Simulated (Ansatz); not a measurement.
Task: Name a neutral molecule of B, C, N, Te and H with HOMO energy (PBE/def2-TZVPP) between -5.60 and -5.30 eV and HOMO–LUMO gap (PBE/def2-TZVPP) between 3.30 and 3.60 eV (Ansatz, PBE0-D4/def2-TZVP geometry).

Result: `BNC[TeH]` (-5.33 eV, 3.51 eV). Other molecules can fit too; these were computed, each in one conformer that needn't be the lowest.
